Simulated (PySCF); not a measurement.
Compound: PAsSbSb tetrahedron, AsPSb2.
Structure used (PBE0-D3(BJ)/def2-SVP), in Å, numbered top down from 1:
```
atom  x, y, z in Å
P1    -1.254    0.377   -0.578
As2   -0.356   -1.064    1.041
Sb3    0.732    1.310    0.714
Sb4    0.961   -0.714   -1.207
```

The calculation used PySCF, TDDFT wB97X-D/def2-SVPD, vertical, gas phase, core orbitals frozen in the response, def2 core potentials past Kr. Spin–orbit coupling is left out.

Transition dipole moments from the ground state, in atomic units and in the frame of the coordinates above (overall signs are arbitrary), for the states with f of 0.002 or more among the lowest 9:

```tsv
state	E (eV)	μx	μy	μz
S5	4.248	0.004	-0.122	-0.105
S6	4.365	0.208	0.006	-0.044
S7	4.385	-0.043	0.479	0.458
S8	4.460	-0.001	0.126	0.108
S9	4.481	-0.185	-0.121	0.119
```

Task: Work out the oscillator strengths.

Result: f = (2/3) ΔE |μ|² with ΔE in hartree (27.2114 eV).

```tsv
state	|μ|² (au)	|μ| (D)	f
S5	0.026	0.41	0.003
S6	0.045	0.54	0.005
S7	0.441	1.69	0.047
S8	0.028	0.42	0.003
S9	0.063	0.64	0.007
```

Task: Which bond between heavy atoms lies closest to the direction of the S7 transition dipole?

Result: Sb3–Sb4, at 1° from it; next P1–Sb3 at 56°.

Task: What peak molar absorption coefficient would the strongest computed level give as a lone Gaussian band 0.4 eV wide at half height?

Result: ε(max) = 2.175×10⁸ f / FWHM, with the width in cm⁻¹. S7: 2.175×10⁸ × 0.0474 / 3226 ≈ 3200 L mol⁻¹ cm⁻¹.

The vertical ionisation energy (ΔSCF) is 8.31 eV, 3.82 eV above S9.

Hardware: Arm Neoverse V2, one thread, on a shared host. Cost: 2.1 min wall, 1.8 min CPU (with the writing of density and orbital grids), 0.59 GiB resident at most.
